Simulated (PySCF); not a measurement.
Computed spin Hamiltonian

Compound: C6H12O2 (charge +1 and doublet state).
Geometry (GFN2-xTB, Å), atoms numbered from 1 in this order:
```
atom  x, y, z in Å
C1     3.2180   -0.2335   -0.0032
C2     1.7321   -0.3566    0.0116
O3     1.1150   -0.6683    1.0243
O4     1.1640   -0.0796   -1.1307
C5    -0.2475   -0.2702   -1.3042
C6    -1.0860    0.0348   -0.0645
C7    -1.1995    1.4956    0.2833
C8    -2.3530   -0.7635    0.0480
H9     3.5061    0.6282    0.6005
H10    3.6632   -1.1122    0.4612
H11    3.5748   -0.1106   -1.0218
H12   -0.4015   -1.3042   -1.6342
H13   -0.5080    0.4059   -2.1265
H14   -0.3639   -0.4016    0.7544
H15   -1.5618    1.6355    1.3001
H16   -1.9287    1.9728   -0.3765
H17   -0.2538    2.0211    0.1680
H18   -3.0226   -0.5151   -0.7803
H19   -2.1714   -1.8353   -0.0025
H20   -2.8807   -0.5325    0.9704
```

The hyperfine couplings belong to this conformer and change with its torsions.

The species is `C(C(C)C)OC(C)=[O+]` [radical] (charge +1).

Computed, not measured: PySCF, UKS B3LYP, pcH-1 on C H O, non-relativistic, mean-field spin-orbit, GIAO. Geometry: GFN2-xTB, one conformer, isolated ion. The geometry wasn't refined by DFT: couplings that depend on bond lengths, twists or pyramidal angles can differ widely from those at the functional's own minimum, by a factor of two or more for some ions and for spin on atoms past the first row. No stability test was run, so a lower SCF solution isn't excluded.

```
g1, g2, g3        : 2.00277, 2.00369, 2.00605
g_iso             : 2.00417
Form of g         : rhombic: the two nearest values differ by 28 % of g3 − g1
⟨S²⟩              : 0.7545 (exact 0.7500)
α and β electrons : 32, 31
```

Hyperfine couplings atom by atom, in MHz; T1 to T3 are the principal values of the dipolar part; ρ(0) is the spin density at the nucleus:

```
atom  isotope  a_iso      T1     T2    T3  Mulliken spin population  ρ(0) (bohr⁻³)
  C1      13C   18.8    -5.4   -5.1  10.6                      0.04         0.0167
  C2      13C  -27.3    -6.9   -1.2   8.2                     -0.03        -0.0243
  O3      17O  -61.1  -140.6   65.9  74.7                      0.41         0.1008
  O4      17O    3.9   -13.4    5.4   8.0                      0.02        -0.0064
  C5      13C  -10.1    -4.0   -2.6   6.6                      0.00        -0.0089
  C6      13C   16.6   -36.0  -35.9  71.9                      0.29         0.0148
  C7      13C   -4.0    -4.5   -3.8   8.3                      0.01        -0.0036
  C8      13C   -4.3    -4.8   -3.9   8.8                      0.00        -0.0039
  H9       1H   -3.8    -3.4   -0.8   4.1                      0.00        -0.0008
 H10       1H   -4.1    -3.8   -1.6   5.4                      0.00        -0.0009
 H11       1H   19.0    -3.1   -0.5   3.6                      0.01         0.0043
 H12       1H   -1.6    -3.0   -1.9   4.9                      0.00        -0.0004
 H13       1H   71.5    -3.7   -0.8   4.5                      0.03         0.0160
 H14       1H  330.0   -37.9  -30.5  68.4                      0.10         0.0738
 H15       1H   22.2    -4.1   -3.1   7.1                      0.01         0.0050
 H16       1H  109.3    -4.3   -1.2   5.6                      0.05         0.0245
 H17       1H    2.4    -4.2   -1.2   5.4                      0.00         0.0005
 H18       1H  129.1    -4.5   -1.6   6.0                      0.05         0.0289
 H19       1H   19.2    -4.2   -2.6   6.8                      0.01         0.0043
 H20       1H   10.1    -3.8   -2.6   6.4                      0.00         0.0023
```

The Mulliken spin populations are largest on O3 (+0.41), C6 (+0.29) and H14 (+0.10).

The SMILES `CC(=[O+])OCC(C)C` draws the unpaired electron on O3, whose computed spin population is only +0.41.

Axes: g1 points within 12° of the C6–H14 bond, g2 points within 13° of the C2–O3 bond and g3 points within 10° of the C6–C7 bond.

Under fast tumbling the dipolar parts average out, and these isotropic splittings remain: 1 × 1H (H14, I = 1/2, 2 lines) with 11.76 mT, 6 × 1H (H15 (×6), I = 1/2, 7 lines) with 1.74 mT, 2 × 1H (H12/H13, I = 1/2, 3 lines) with 1.25 mT and 3 × 1H (H9/H10/H11, I = 1/2, 4 lines) with 0.13 mT.

Class means assume fast exchange of nuclei equivalent by connectivity; if that motion is slow, each nucleus keeps its own coupling. The six 1H nuclei of mean +48.7 MHz run from 2.4 to 129.1 MHz in the frozen geometry. The three 1H nuclei of mean +3.7 MHz run from -4.1 to 19.0 MHz in the frozen geometry. The 1H value of +35.0 MHz is a mean of couplings from -1.6 to 71.5 MHz in this one geometry, not an average over conformers.

The 13C coupling of C2 (-27.3 MHz) shows only in satellite lines or after enrichment, since that isotope makes up about 1.07 % of natural carbon.

The 17O coupling of O3 (-61.1 MHz) shows only in satellite lines or after enrichment, since that isotope makes up about 0.038 % of natural oxygen.

β density exceeds α density at some nuclei, such as C2 (-0.0243), C5 (-0.0089) and O4 (-0.0064), spin density in bohr⁻³. In a single determinant that takes different orbitals for the two spins, that is spin polarisation.
